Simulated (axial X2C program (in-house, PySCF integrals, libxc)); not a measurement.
Potential curves of InS⁻, two-component

All values were computed with an in-house relativistic program for diatomic molecules. Two-component (2c) means X2C with spin–orbit coupling and atomic mean-field two-electron Coulomb and Gaunt terms. Basis: In dyall-acv3z [12s13p10d5f1g], S dyall-av3z [9s8p3d2f] (cores contracted in-house); Gaussian nuclei, density fitting, unrestricted open shells. Masses: In 114.904 u, S 31.972 u.

State: Ω = 0 (closed shell). Energies in eV from the fragments at the same level (In + S-). Fits are polynomials in 1 − R0/R over 0.85 to 1.23 times the lowest point R0.

```csv
R (Å),MP2,CCSD(T),CCSD
2.0245,-2.6290,,
2.1176,-3.2625,-3.0679,-2.9257
2.1874,-3.5441,-3.3541,-3.2019
2.2572,-3.7014,-3.5164,-3.3536
2.3270,-3.7634,-3.5837,-3.4098
2.4084,-3.7452,-3.5723,-3.3847
2.4899,-3.6556,-3.4900,-3.2880
2.5946,-3.4685,-3.3133,-3.0920
2.7226,-3.1716,,
2.9087,-2.6756,,
```

Correlated methods: 10 electrons correlated (number of frozen shells: In 4 s, 3 p, 2 d; S 2 s, 1 p), 290 virtual spin orbitals or spinors in MP2, 90 natural virtuals in coupled cluster.

The state is a single determinant with fixed occupations, the lowest that a limited PBE0 search found. Closed shells are restricted here (equal orbitals for both partners); the stretched side of such a curve lies too high. Dissociation energies refer to the lowest single-determinant-based atoms at the same level and basis. Coupled cluster ran in a truncated set of natural virtual spinors; the MP2 energy of the rest was added. (T) has no such correction and the atoms are truncated less, which lowers De at CCSD(T) by a hundredth of an eV or more. With the outer-core shells frozen, correlated bond lengths of heavy atoms tend to come out a few hundredths of an ångström too long. Coupled cluster ran on the points near the minimum only. MP2 and coupled cluster on one determinant become unreliable at the stretched end.

**Question.** Fit the MP2 curve near its minimum: give the equilibrium distance, the harmonic wavenumber and the well depth.

**Answer.** At MP2, 2c: Re = 2.350 Å, ωe ≈ 384 cm⁻¹, De = 3.77 eV to In + S-; Be follows as 0.122 cm⁻¹.

**Question.** Fit the CCSD(T) curve near its minimum: give the equilibrium distance, the harmonic wavenumber and the well depth.

**Answer.** At CCSD(T), 2c: Re = 2.356 Å, ωe ≈ 378 cm⁻¹, De = 3.59 eV to In + S-; Be follows as 0.121 cm⁻¹.

**Question.** What are Re, ωe and De at the CCSD level?

**Answer.** At CCSD, 2c: Re = 2.343 Å, ωe ≈ 389 cm⁻¹, De = 3.41 eV to In + S-; Be follows as 0.123 cm⁻¹.
